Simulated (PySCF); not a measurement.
[MoO3Br]- (charge -1 and singlet state).
Cartesian coordinates in Å at the PBE0-D3(BJ)/def2-SVP level; atoms count from 1:
```
atom  x, y, z in Å
Mo1    0.0737    0.1351    0.0733
O2    -0.0035   -0.0283    1.7734
O3     1.7036    0.2008   -0.4369
O4    -0.7542    1.5468   -0.4200
Br5   -1.0196   -1.8544   -0.9898
```

The calculation used TDDFT PBE0/def2-SVPD, vertical, gas phase, core orbitals frozen in the response, def2 core potentials past Kr in PySCF. Spin–orbit coupling is left out. The geometry's basis has no diffuse functions, a weakness for an anion.

Transition dipole moments from the ground state, in atomic units and in the frame of the coordinates above (overall signs are arbitrary), for the states with f of 0.002 or more among the lowest 7:

| state | E (hartree) | μx | μy | μz |
| --- | --- | --- | --- | --- |
| S4 | 0.1883 | 0.145 | 0.263 | 0.139 |
| S5 | 0.1936 | 0.029 | -0.095 | 0.145 |
| S6 | 0.1937 | 0.132 | -0.022 | -0.091 |
| S7 | 0.1939 | 0.107 | -0.064 | 0.010 |

Q: Work out the oscillator strengths.

A: f = (2/3) ΔE |μ|² with ΔE in hartree (27.2114 eV).

```
state  |μ|² (au)  |μ| (D)      f
   S4      0.109     0.84  0.014
   S5      0.031     0.45  0.004
   S6      0.026     0.41  0.003
   S7      0.016     0.32  0.002
```

Q: Which bond between heavy atoms lies closest to the direction of the S4 transition dipole?

A: Mo1–Br5, at 0° from it; next Mo1–O2, Mo1–O3 and Mo1–O4 at 71°.

Q: How is the summed strength of these states shared among x, y and z?

A: (2/3) Σ ΔE μα² gives 0.006 for x, 0.010 for y and 0.006 for z, 0.023 in all.

Q: What peak molar absorption coefficient would the strongest computed level give as a lone Gaussian band 0.5 eV wide at half height?

A: ε(max) = 2.175×10⁸ f / FWHM, with the width in cm⁻¹. S4: 2.175×10⁸ × 0.0137 / 4033 ≈ 740 L mol⁻¹ cm⁻¹.

S5/S6/S7 coincide within about 0.01 eV; within a degenerate level the directions of the single components are arbitrary.

No detachment energy is given for this anion; states above it aren't bound, and a finite basis only mimics them.

Time: 19 s wall. Hardware: Arm Neoverse V2, one thread, no GPU (shared host).
